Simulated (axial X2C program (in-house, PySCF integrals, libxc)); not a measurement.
# Low determinants of Al

Computed with an in-house all-electron X2C program for linear molecules (integrals from PySCF), basis dyall-v3z (cores contracted in-house), spin-free (one-electron X2C) and two-component (2c, atomic mean-field Coulomb and Gaunt terms). Energies in eV from the lowest row of each column (rows without correlated energies are left out; n/a marks j-coupled starts, which PBE0 does not hold); electrons by l are Mulliken totals of the Hartree–Fock solution, and PBE0 can relax to another configuration under the same block occupation. Coupled cluster uses truncated natural virtuals with an MP2 remainder. Frozen shells in the correlated columns: 2 s, 1 p.

The low spin-free determinants:

| electrons by l | M_S, M_L | HF | MP2 | CCSD(T) | PBE0 |
| --- | --- | --- | --- | --- | --- |
| s6 p7 | 1/2, 0 | 0.00 | 0.00 | 0.00 | 0.00 |
| s6 p7 | 1/2, 1 | 0.08 | 0.00 | 0.00 | 0.06 |

And the two-component ones:

| electrons by l | 2M_J | HF | MP2 | CCSD(T) | PBE0 |
| --- | --- | --- | --- | --- | --- |
| s6 p7 | 1 | 0.08 | 0.00 | 0.00 | 0.06 |
| s6 p7 | 1 | 0.00 | 0.00 | 0.00 | 0.00 |
| s6 p7 | 3 | 0.08 | 0.01 | 0.01 | 0.07 |

Ground level as tabulated from the NIST Atomic Spectra Database (leading term): 2S+1 = 2, L = 1, J = 1/2.

Spin-free rows of one term, and 2c rows of one J level, should be degenerate; broken spherical symmetry, the missing current term of PBE0 and determinants that mix terms or J levels spread them. The search is wide but not exhaustive and can miss a configuration; gaps between s and d configurations can be off by some tenths of an eV with this basis and core.

The run took 7.8 s on 1 thread of Intel(R) Xeon(R) Processor @ 2.30GHz, on a shared host.
